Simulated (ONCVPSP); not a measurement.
# What one change does to a pseudopotential (Rb (Z = 37), ONCV)

* Element: rubidium
* Generator: ONCVPSP 4.0.1
* Type: optimised norm-conserving Vanderbilt (ONCV)
* Functional: PBE
* Relativity: scalar-relativistic
* Frozen core: [Ar] 3d10
* Valence charge: 9
* Reference configuration: 4s2 4p6 5s0.5 (charge +0.5)
* Partial waves: 4s+5s: rc 2.65 bohr, ncon 4, nbas 7, qcut 5.2 1/bohr, 2 projectors; 4p: rc 1.65 bohr, ncon 4, nbas 8, qcut 5.8 1/bohr, 2 projectors, debl 2 Ha; d scattering state at 0.07 Ha: rc 2.65 bohr, ncon 4, nbas 8, qcut 3.7 1/bohr, 1 projector
* Local potential: polynomial inside 1.45 bohr (lpopt 1, dvloc0 -1 Ha)
* Core correction: none

In the d channel the program set the typed energies aside and used 0.050 Ha.

Change: s: qcut 4.4.

Cutoffs: the cutoffs (Ha) at which the residual kinetic energy of the hardest occupied pseudo-wave falls to 1 and 0.1 mHa per electron; they do not see the model core or the augmentation charge, which bear on the density cutoff. Errors are all-electron minus pseudo energies relative to the spin-unpolarised reference configuration.

Question: Predict the effect on cutoff, ghosts and configuration errors.

Answer: The potential gets neither clearly harder nor softer (14 Ha and 27 Ha → 14 Ha and 27 Ha); the p channel sets the loose cutoff, while the largest relative change is in s, which becomes softer; of the 4 tests that both files solve, the error grows in 1 and shrinks in 0 by more than 15 % and 0.3 meV (median size 0.1 → 0.1 meV); neither file shows a bound ghost.

| quantity | base | changed |
| --- | --- | --- |
| cutoff, loose | 14 Ha | 14 Ha |
| cutoff, tight | 27 Ha | 27 Ha |
| loose cutoff by channel | s 6.4 Ha, p 14 Ha | s 3.7 Ha, p 14 Ha |
| bound ghosts | none | none |
| GHOST(+) flags under 300 eV | none | none |
| error for 4s2 4p6 5s1, meV [ΔE -1.58 eV] | +0.1 | 0.0 |
| error for 4s2 4p6 5s0, meV [ΔE 2.58 eV] | -0.1 | -0.2 |
| error for 4s2 4p6 5s0 5p1, meV [ΔE -0.06 eV] | +0.1 | +0.1 |
| error for 4s2 4p5 5s1, meV [ΔE 19.56 eV] | -0.4 | +1.0 |
| s: phases at 2.70 bohr within 0.05 rad from the reference energy up to (Ha; the scan ends near 5) | 2.6 | 2.3 |
| p: phases at 1.67 bohr within 0.05 rad from the reference energy up to (Ha; the scan ends near 5) | 4.4 | 4.4 |
| d: phases at 2.70 bohr within 0.05 rad from the reference energy up to (Ha; the scan ends near 5) | 1.3 | 1.3 |
